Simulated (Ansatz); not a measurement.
Ansatz (a quantum-chemistry and plane-wave program) job for Ca(Cl)2 anion (CaCl₂), SMILES [Cl][Ca][Cl] (connectivity only; charge and spin as stated), charge -1, multiplicity 2, PBE/def2-TZVPD. Geometry optimised at B3LYP-D3(BJ)/def2-TZVPD. The multiplicity is an assumed one; other spin states were not compared. The isomer is the one that the SMILES or the coordinates give; other isomers of the formula were not compared.

Ansatz 0.2 input:
```yaml
crystal:
  periodic: [false, false, false]
  atoms:
    - {symbol: Ca, position_ang: [0.00000000, 0.00000000, -0.73731032]}
    - {symbol: Cl, position_ang: [0.00000000, -2.27466951, 0.43371196]}
    - {symbol: Cl, position_ang: [0.00000000, 2.27466951, 0.43371196]}
basis:
  gaussian:
    orbitals: def2-TZVPD
hamiltonian:
  xc: {name: PBE}
total_charge: -1
magnetization: {spin_polarized: true, initial_magnetization: 1}
```

Program output:

```
WARN ansatz: RAYON_NUM_THREADS=1 ignored (pool sized by the plan → 1); use --threads N
Functional definition: PBE
integrals: 0.06 GiB planned
927 factors; their error is unknown
mean field: 0.46 GiB planned
mean field evaluation 1: about -43473.6080 eV, gradient 8.1e0 eV
mean field evaluation 2: about -43473.2663 eV, gradient 1.1e1 eV
mean field evaluation 4: about -43473.8586 eV, gradient 3.7e-1 eV
mean field evaluation 8: about -43473.8102 eV, gradient 7.5e-2 eV
mean field evaluation 16: about -43473.8102 eV, gradient 9.2e-6 eV
mean field -43473.81021347 eV, -1597.6330577382 hartree, gradient 9.2e-6 eV, S^2 0.750164; 0 other end points of the search recorded, 0 dependent functions left out
reference -43473.81025577 eV, -1597.6330592924 hartree; 28, 27 occupied and 100, 101 virtual orbitals, 927 factors
Total energy: -43473.81025577 eV, -1597.6330592924 hartree
```

The calculation finished and met its thresholds.

Cost: very roughly 2.5 core-seconds.
